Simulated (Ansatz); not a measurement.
Reactions of ClGeH (`[Cl][GeH]`).

Computed with Ansatz on PBE0-D4/def2-TZVP structures; ΔE is electronic, products minus reactants. CCSD(T)/CBS is the MP2 limit (def2-TZVPP, def2-QZVPP) plus CCSD(T) − MP2 in def2-TZVPP, frozen cores. This one scheme is used for every species. DFT in def2-TZVPP. For Br, Ge outer-core shells are correlated without core-valence functions, which leaves a few kJ/mol of doubt a bond. Scalar relativity is left out up to krypton. Each species was taken in one conformer, which may not be the lowest.

```
                                                     reaction  ωB97M-V (kcal/mol)  ωB97X-V (kcal/mol)  CCSD(T)/CBS(def2) (kcal/mol)
                        `[Cl][GeH]` + HBr → `[GeH][Br]` + HCl                -2.4                -2.2                          -2.8
              `[Cl][GeH]` + `SB(S)S` → `[SH][Ge][Cl]` + `SBS`               -15.1               -14.6                         -15.4
                       `[Cl][GeH]` + NH₃ → `[NH2][GeH]` + HCl                10.5                10.0                           9.5
`[Cl][GeH]` + `[SiH3]O[Si]Br` → `[SiH3][O][GeH]` + `Cl[Si]Br`                15.1                14.9                          14.5
```

Largest T1 diagnostic: 0.015, for `[NH2][GeH]`.
